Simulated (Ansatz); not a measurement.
C12H24, SMILES `C=CCCCCCCCCCC` from Hartree–Fock to CCSD(T)

```xyz
36

C     2.387    0.705   -1.162
C     2.508   -0.614   -1.104
C     3.043   -1.378    0.061
C     2.143   -2.501    0.578
C     0.821   -2.045    1.189
C    -0.297   -1.801    0.184
C    -1.634   -1.458    0.829
C    -1.648   -0.160    1.631
C    -1.286    1.090    0.838
C    -2.240    1.382   -0.312
C    -2.040    2.747   -0.957
C    -0.692    2.918   -1.637
H     2.665    1.335   -0.322
H     2.010    1.204   -2.046
H     2.217   -1.208   -1.970
H     3.266   -0.683    0.877
H     4.001   -1.825   -0.236
H     1.946   -3.214   -0.232
H     2.713   -3.052    1.333
H     0.478   -2.806    1.900
H     0.999   -1.140    1.781
H    -0.423   -2.707   -0.421
H    -0.005   -1.012   -0.514
H    -2.402   -1.412    0.051
H    -1.929   -2.280    1.492
H    -2.649   -0.028    2.059
H    -0.968   -0.250    2.485
H    -0.261    1.006    0.461
H    -1.286    1.948    1.521
H    -3.270    1.313    0.060
H    -2.143    0.608   -1.082
H    -2.836    2.912   -1.691
H    -2.166    3.526   -0.194
H    -0.618    3.888   -2.134
H    -0.537    2.143   -2.394
H     0.133    2.849   -0.924
```

Total charge 0; spin multiplicity 1. The structure was optimised at the PBE0-D4/def2-TZVP level. It is one conformer, not always the lowest. Frozen core, restricted reference, Ansatz. CBS rows extrapolate triple and quadruple zeta; past MP2 they add the triple-zeta difference.

| basis | HF (Eh) | MP2 corr. | CCSD corr. | (T) | CCSD(T) total |
| --- | --- | --- | --- | --- | --- |
| def2-SVP | -468.04031 | -1.71566 | -1.86783 | -0.06018 | -469.96832 |
| def2-TZVPP | -468.54354 | -2.08555 | -2.20853 | -0.09163 | -470.84370 |
| def2-QZVPP | -468.56518 | -2.21394 | – | – | – |
| CBS(def2) | -468.56816 | -2.30905 | -2.43203 | as TZ | -471.09182 |
